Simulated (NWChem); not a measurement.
System: CH₃Cd, doublet; SMILES [CH3][Cd]

Output (shortened):

```
             Northwest Computational Chemistry Package (NWChem) 7.3.0
             --------------------------------------------------------

 C3V symmetry detected

                             Geometry "geometry" -> ""
                             -------------------------

 Output coordinates in angstroms (scale by  1.889725989 to convert to a.u.)

  No.       Tag          Charge          X              Y              Z
 ---- ---------------- ---------- -------------- -------------- --------------
    1 Cd                  48.0000    -0.00000000    -0.00000000    -0.37122258
    2 C                    6.0000    -0.00000000    -0.00000000     1.86800042
    3 H                    1.0000     0.73980770     0.73980770     2.20356042
    4 H                    1.0000     0.27078841    -1.01059611     2.20356042
    5 H                    1.0000    -1.01059611     0.27078841     2.20356042

 Effective nuclear repulsion energy (a.u.)     105.0241000177

      Symmetry information
      --------------------

 Group name             C3v
 Group number             17
 Group order               6
 No. of unique centers     3

 Summary of "ao basis" -> "ao basis" (spherical)
 ------------------------------------------------------------------------------
       Tag                 Description            Shells   Functions and Types
 ---------------- ------------------------------  ------  ---------------------
 Cd                         def2-svp                11       31   5s3p2d1f
 C                          def2-svp                 6       14   3s2p1d
 H                          def2-svp                 3        5   2s1p

      Symmetry analysis of basis
      --------------------------

        a1         22
        a2          2
        e          36

  Rotation of axis

            General Information
            -------------------
          SCF calculation type: DFT
          Wavefunction type:  spin polarized.
          No. of atoms     :     5
          No. of electrons :    29
           Alpha electrons :    15
            Beta electrons :    14
          Charge           :     0
          Spin multiplicity:     2
          Use of symmetry is: on ; symmetry adaption is: on
          Maximum number of iterations: 150
          AO basis - number of functions:    60
                     number of shells:    26
          Convergence on energy requested:  1.00D-06
          Convergence on density requested:  1.00D-05
          Convergence on gradient requested:  5.00D-04

              XC Information
              --------------
                     Hartree-Fock (Exact) Exchange  1.000

      Superposition of Atomic Density Guess
      -------------------------------------

 Sum of atomic energies:        -231.09633358

      Non-variational initial energy
      ------------------------------

 Total energy =    -206.544062
 1-e energy   =    -446.986399
 2-e energy   =     191.114241
 HOMO         =      -0.129243
 LUMO         =       0.061125

   Symmetry analysis of molecular orbitals - initial alpha
   -------------------------------------------------------

  Numbering of irreducible representations:

     1 a1          2 a2          3 e

  Orbital symmetries:

     1 a1          2 a1          3 a1          4 e           5 e
     6 a1          7 a1          8 e           9 e          10 e
    11 e          12 e          13 e          14 a1         15 a1
    16 e          17 e          18 a1         19 a1         20 e
    21 e          22 a1         23 e          24 e          25 a1

   Symmetry analysis of molecular orbitals - initial beta
   ------------------------------------------------------

  Numbering of irreducible representations:

     1 a1          2 a2          3 e

  Orbital symmetries:

     1 a1          2 a1          3 a1          4 e           5 e
     6 a1          7 a1          8 e           9 e          10 e
    11 e          12 e          13 e          14 a1         15 a1
    16 e          17 e          18 a1         19 a1         20 e
    21 e          22 a1         23 e          24 e          25 a1

     ---------------------------------------------
      Total Density - Mulliken Population Analysis
     ---------------------------------------------

    Atom       Charge   Shell Charges
 -----------   ------   -------------------------------------------------------
    1 Cd  20    19.66  -0.38  1.64  0.73  0.79  0.74  5.95  0.11  0.08  9.16  0.83  0.00
    2 C    6     6.67   1.99  0.97  0.34  2.03  1.32  0.01
    3 H    1     0.89   0.66  0.20  0.03
    4 H    1     0.89   0.66  0.20  0.03
    5 H    1     0.89   0.66  0.20  0.03

     --------------------------------------------
      Spin Density - Mulliken Population Analysis
     --------------------------------------------

    Atom       Charge   Shell Charges
 -----------   ------   -------------------------------------------------------
    1 Cd  20     0.58  -0.00  0.01 -0.01  0.16  0.32  0.00  0.03  0.06  0.01 -0.01  0.00
    2 C    6     0.37   0.00  0.03  0.00  0.20  0.14  0.00
    3 H    1     0.02   0.00  0.01  0.00
    4 H    1     0.02   0.00  0.01  0.00
    5 H    1     0.02   0.00  0.01  0.00

   convergence    iter        energy       DeltaE   RMS-Dens  Diis-err
 ---------------- ----- ----------------- --------- --------- ---------
 d= 0,ls=0.0,diis     1   -206.3447991330 -2.56D+02  4.62D-03  2.78D-02
                                                     3.17D-03  3.27D-02
 d= 0,ls=0.0,diis     2   -206.3685286532 -2.37D-02  1.90D-03  7.63D-03
                                                     1.14D-03  5.69D-03
 d= 0,ls=0.0,diis     3   -206.3739537196 -5.43D-03  1.87D-03  9.51D-04
                                                     9.06D-04  1.09D-03
 d= 0,ls=0.0,diis     4   -206.3759405023 -1.99D-03  8.84D-04  9.29D-05
                                                     4.13D-04  9.79D-05
 d= 0,ls=0.0,diis     5   -206.3762765379 -3.36D-04  2.50D-04  1.49D-05
                                                     1.67D-04  1.79D-05
  Resetting Diis
 d= 0,ls=0.0,diis     6   -206.3763290346 -5.25D-05  1.52D-04  4.88D-06
                                                     1.79D-04  7.86D-06
 d= 0,ls=0.0,diis     7   -206.3763586981 -2.97D-05  3.93D-05  2.18D-06
                                                     5.33D-05  2.46D-06
 d= 0,ls=0.0,diis     8   -206.3763645051 -5.81D-06  4.76D-05  8.90D-07
                                                     7.51D-05  1.65D-06
 d= 0,ls=0.0,diis     9   -206.3763703111 -5.81D-06  9.24D-05  8.00D-07
                                                     1.26D-04  6.77D-07
 d= 0,ls=0.0,diis    10   -206.3763750501 -4.74D-06  1.78D-05  3.54D-08
                                                     1.86D-05  5.52D-08
 d= 0,ls=0.0,diis    11   -206.3763752252 -1.75D-07  5.40D-06  1.28D-08
                                                     4.66D-06  8.50D-09

         Total DFT energy =     -206.376375225191
      One electron energy =     -448.006938961115
           Coulomb energy =      213.108615354870
    Exchange-Corr. energy =      -20.806147575636
 Nuclear repulsion energy =       49.328095956690

 Numeric. integr. density =        0.000000000000

                  Occupations of the irreducible representations
                  ----------------------------------------------

                     irrep           alpha         beta
                     --------     --------     --------
                     a1                7.0          6.0
                     a2                0.0          0.0
                     e                 8.0          8.0

                    DFT Final Alpha Molecular Orbital Analysis
                    ------------------------------------------

 Vector   13  Occ=1.000000D+00  E=-5.373064D-01  Symmetry=e
              MO Center=  7.1D-02,  2.4D-01,  2.0D+00, r^2= 1.3D+00
   Bfn.  Coefficient  Atom+Function         Bfn.  Coefficient  Atom+Function
  ----- ------------  ---------------      ----- ------------  ---------------
    35      0.365000  2 C  px                46      0.350839  3 H  s
    56     -0.252845  5 H  s                 36      0.216753  2 C  py
    38      0.177932  2 C  px                47      0.137042  3 H  s
    39      0.105664  2 C  py                57     -0.098764  5 H  s
    51     -0.097994  4 H  s                 18      0.097374  1 Cd d  1

 Vector   14  Occ=1.000000D+00  E=-4.090506D-01  Symmetry=a1
              MO Center= -3.5D-16,  1.2D-16,  1.1D+00, r^2= 2.3D+00
   Bfn.  Coefficient  Atom+Function         Bfn.  Coefficient  Atom+Function
  ----- ------------  ---------------      ----- ------------  ---------------
    37      0.440277  2 C  pz                 4     -0.385914  1 Cd s
    40      0.329695  2 C  pz                 2      0.254741  1 Cd s
    34     -0.179533  2 C  s                 17      0.172759  1 Cd d  0
     5     -0.163753  1 Cd s                  3      0.142309  1 Cd s
     1     -0.111832  1 Cd s                 46      0.089164  3 H  s

 Vector   15  Occ=1.000000D+00  E=-2.595414D-01  Symmetry=a1
              MO Center= -4.6D-17,  3.2D-16, -8.1D-01, r^2= 3.9D+00
   Bfn.  Coefficient  Atom+Function         Bfn.  Coefficient  Atom+Function
  ----- ------------  ---------------      ----- ------------  ---------------
     5      0.490878  1 Cd s                  4      0.474569  1 Cd s
    14     -0.335061  1 Cd pz                34     -0.277398  2 C  s
    37      0.249801  2 C  pz                40      0.242801  2 C  pz
     2     -0.241436  1 Cd s                 11     -0.193751  1 Cd pz
     8      0.186840  1 Cd pz                 3     -0.178082  1 Cd s

[...]
```

Level: UHF/def2-SVP with def2 effective core potentials on Cd. In the optimisation the excess spin sits in a1 (C3v, its own frame). All runs use the structure optimised with PBE0/def2-SVP, spin-unrestricted. This spin state was assumed; another may lie lower. No stability test was run on the SCF state. def2 effective core potentials on Cd; no spin-orbit coupling.

Problem. Write an input that gives this output.

Solution. This is not unique; one that fits is the input that was run:
```
start job
memory heap 200 mb stack 900 mb global 1100 mb
geometry units angstroms noautoz
  Cd     0.000000     0.000000    -0.233202
  C      0.000000     0.000000     2.006021
  H      0.739808     0.739808     2.341581
  H      0.270788    -1.010596     2.341581
  H     -1.010596     0.270788     2.341581
end
basis spherical
  Cd library def2-svp
  C library def2-svp
  H library def2-svp
end
ecp
  Cd library def2-ecp
end
dft
  odft
  mult 2
  xc hfexch
  iterations 150
  mulliken
end
task dft energy
```
